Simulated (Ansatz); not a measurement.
## A basis-limit estimate, worked out

An elementary step of BN$_{2}$H$_{4}$F, closed shell (BN₂H₄F ([NH2][B]([NH2])[F]) → BNHF ([NH][B][F]) + NH₃ (still joined by a long B–N bond); bonds formed: N2–H4; bonds broken: N3–H4; bonds weakened to dative contacts: B1–N2). “Start” is the structure reached by relaxing down from the saddle towards the reactants; PBE0-D4/def2-TZVP structures. The saddle:

```json
{"atom": "B1", "x (Å)": "-0.5081", "y (Å)": "0.2232", "z (Å)": "-0.3877"}
{"atom": "N2", "x (Å)": "0.9811", "y (Å)": "0.2484", "z (Å)": "0.1014"}
{"atom": "N3", "x (Å)": "-0.9853", "y (Å)": "-0.7724", "z (Å)": "0.3957"}
{"atom": "H4", "x (Å)": "0.3722", "y (Å)": "-0.6255", "z (Å)": "0.7236"}
{"atom": "F5", "x (Å)": "-0.9402", "y (Å)": "1.0606", "z (Å)": "-1.3335"}
{"atom": "H6", "x (Å)": "1.2963", "y (Å)": "1.0652", "z (Å)": "0.6103"}
{"atom": "H7", "x (Å)": "1.6975", "y (Å)": "-0.0416", "z (Å)": "-0.5529"}
{"atom": "H8", "x (Å)": "-1.9135", "y (Å)": "-1.1579", "z (Å)": "0.4432"}
```

Program: Ansatz 0.2.0. Basis: def2-TZVPP and def2-QZVPP. Cores are frozen in the correlated methods.

Energies in eV:

| quantity | saddle | start |
| --- | --- | --- |
| Hartree–Fock, triple zeta (X = 3) | -6408.12639 | -6411.46055 |
| Hartree–Fock, quadruple zeta (X = 4) | -6408.42558 | -6411.76840 |
| MP2 correlation, X = 3 | -21.67458 | -20.98696 |
| MP2 correlation, X = 4 | -23.36405 | -22.67926 |
| CCSD(T) correlation, X = 3 | -22.87675 | -22.23899 |

**Question.** Work out the barrier at the basis limit: extrapolate Hartree–Fock as E(X) = E∞ + A exp(−7.88 √X) and the MP2 correlation as E(X) = E∞ + B X^−2.97 (the exponents that Neese and Valeev fitted for def2-TZVPP and QZVPP), then add CCSD(T) − MP2 in triple zeta.

**Answer.** Each step is linear, so take the differences first (saddle − start): Hartree–Fock 3.33416 (X = 3) and 3.34282 (X = 4); MP2 correlation -0.68762 and -0.68479; CCSD(T) correlation -0.63776.
Two points give E∞ = E(4) + w [E(4) − E(3)], with w = 1/(exp(7.88 (2 − √3)) − 1) = 0.1377 for Hartree–Fock and w = 1/((4/3)^2.97 − 1) = 0.7407 for the correlation.
Hartree–Fock: 3.34282 + 0.1377 × 0.00866 = 3.3440 eV.
MP2 correlation: -0.68479 + 0.7407 × 0.00283 = -0.6827 eV.
CCSD(T) − MP2: -0.63776 − (-0.68762) = 0.0499 eV.
Sum: 3.3440 + (-0.6827) + 0.0499 = 2.7112 eV, or 62.52 kcal/mol. Plain CCSD(T) in triple zeta gives 2.6964 eV, so the larger basis shifts the result by 0.0148 eV.

No T1 diagnostic of these runs exceeds 0.014.

Labels in which every atom is bracketed show which atoms are joined, not bond orders.

For scale, one of the runs: CCSD(T)/def2-TZVPP, 180 basis functions, launched by `ansatz run in.yaml --threads 2 --pin off --events-out ev --progress --plain --max-ram 4352MiB`. Time: 17 s of wall clock on 2 CPU threads of an Intel Xeon 6975P-C; the host was shared. Peak host memory: 2 GiB.
